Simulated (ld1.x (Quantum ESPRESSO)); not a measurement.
**Logarithmic derivatives: Fe (Z = 26), PAW**

Fe (Z = 26), PAW, made with ld1.x (Quantum ESPRESSO) 7.5 (BP86, scalar-relativistic). Core [Ar], reference 3d5 4s0 4p0 (charge +3). Waves: 4s (bound, empty): rcut 1.35, rcutus 1.60 bohr; 4s channel at -0.55 Ry: rcut 1.35, rcutus 1.60 bohr; 4p (bound, empty): rcut 2.15, rcutus 2.45 bohr; 4p channel at -1.3 Ry: rcut 2.15, rcutus 2.45 bohr; 3d (bound): rcut 1.20, rcutus 1.40 bohr; 3d channel at -2.65 Ry: rcut 1.20, rcutus 1.40 bohr. Local part: all-electron potential smoothed inside 2.35 bohr (lloc = -1). Core correction: Bessel-smoothed model core inside 1.40 bohr. Augmentation charge: PSQ, radius 1.00 bohr.

The phase is arctan(r·u′/u) with u = r·R(r), unwrapped; energies in Ry, scanned from -5 to 5 Ry. A pole is an energy at which the radial function vanishes at the test radius. The pseudo phase is shifted by a multiple of π to meet the all-electron one at the reference energy, and phase errors are pseudo minus all-electron; the curves can meet again beyond the range given. Levels narrower than the energy grid can be missing from the lists of poles. n/a: not evaluated, since a narrow level or a reset projector energy made the automatic matching unsafe.

```json
{"channel": "s", "radius (bohr)": "2.65", "reference energy (Ry)": "-2.27", "poles, all-electron": "-1.01", "poles, pseudo": "-1.01", "unbroken range about the reference energy with phases within 0.05 rad": "n/a", "phase error 1 Ry above the reference energy (rad)": "n/a"}
{"channel": "p", "radius (bohr)": "2.65", "reference energy (Ry)": "-1.74", "poles, all-electron": "-0.03", "poles, pseudo": "-0.03", "unbroken range about the reference energy with phases within 0.05 rad": "below 2.1", "phase error 1 Ry above the reference energy (rad)": "-0.000"}
{"channel": "d", "radius (bohr)": "2.65", "reference energy (Ry)": "-3.18", "poles, all-electron": "-3.12, 1.64", "poles, pseudo": "-3.12, 1.73", "unbroken range about the reference energy with phases within 0.05 rad": "below 3.6", "phase error 1 Ry above the reference energy (rad)": "-0.000"}
```

Note: ghost state, extra bound levels that the all-electron valence spectrum of the same l lacks: s at -62.7 eV. A true bound ghost makes a file unfit for plane-wave use.

Phases in the p channel:

```
E (Ry)  all-electron  pseudo
 -5.00         1.339   1.338
 -4.48         1.312   1.311
 -3.96         1.272   1.272
 -3.44         1.210   1.210
 -2.92         1.093   1.092
 -2.40         0.796   0.796
 -1.88        -0.220  -0.220
 -1.36        -1.141  -1.141
 -0.84        -1.410  -1.411
 -0.32        -1.528  -1.528
  0.20        -1.599  -1.600
  0.72        -1.656  -1.659
  1.24        -1.712  -1.720
  1.76        -1.780  -1.801
  2.28        -1.882  -1.955
  2.80        -2.088  -2.480
  3.32        -2.696  -4.008
  3.84        -3.846  -4.468
  4.36        -4.307  -4.612
  4.88        -4.473  -4.692
```
